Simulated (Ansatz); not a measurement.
Input:

```yaml
crystal:
  periodic: [false, false, false]
  atoms:
    - { symbol: B, position_ang: [-0.055248, 0.249322, -0.064615] }
    - { symbol: F, position_ang: [-0.126934, 0.393313, 1.250622] }
    - { symbol: H, position_ang: [1.002335, 0.048216, -0.589759] }
    - { symbol: Cl, position_ang: [-1.52203, 0.460414, -0.994905] }
    - { symbol: Br, position_ang: [-0.234797, -2.793935, 1.03753] }
    - { symbol: H, position_ang: [-0.087126, -1.61353, 1.948428] }
basis:
  gaussian: { orbitals: def2-SVP }
hamiltonian:
  xc: r2scan
relax:
  f_tol: 0.03
  max_steps: 50
```

Command:

```bash
$ ansatz run input.yaml --threads 2 --pin off --max-ram 3072MiB --backend cpu --events-out ev --progress --plain --runs-dir out
```

Hardware: 2 threads of Intel(R) Xeon(R) 6975P-C (Granite Rapids) (shared host).

Roughly how long does this run take, and how much memory?

19 s, with a peak of 0.17 GiB, for 13 ionic steps.
